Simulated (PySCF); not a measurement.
Gas-phase reaction: ZrCl₄.H₂O + O₃ ⇌ ZrCl₃OH + HO₂ + ClO

Energies from PySCF, thermal terms from the rigid-rotor harmonic-oscillator model, ideal gas at 1 bar. † marks an energy on the PBE0/def2-TZVP geometry and frequencies; other levels use their own. Open shells (unrestricted): HO₂ (multiplicity 2), ClO (multiplicity 2); the rest are closed-shell singlets. Spin-orbit splitting is ignored; it lowers the true energy and changes the entropy of ClO. B3LYP is the form with VWN-RPA correlation. Zr: scalar-relativistic def2 core potential, no spin-orbit coupling. Adducts (ZrCl₄.H₂O) have no counterpoise correction, and HF, PBE, BLYP, B3LYP and PBE0 lack dispersion. ZrCl₄.H₂O, ZrCl₃OH: computed as isolated molecules; such fragments, hydroxides, amides, oligomers or adducts are transient or little studied in the gas. Strong static correlation: O₃.

```csv
level,"ΔH°(298 K), kJ"
B3LYP/def2-TZVP†,___
BLYP/def2-TZVP†,92
PBE/def2-SVP,177
PBE0/def2-TZVP,___
ωB97X-V/def2-TZVP†,81
```

### Question
Complete the blanks.

### Answer

- B3LYP/def2-TZVP†, ΔH°(298 K), kJ: 66
- PBE0/def2-TZVP, ΔH°(298 K), kJ: 80
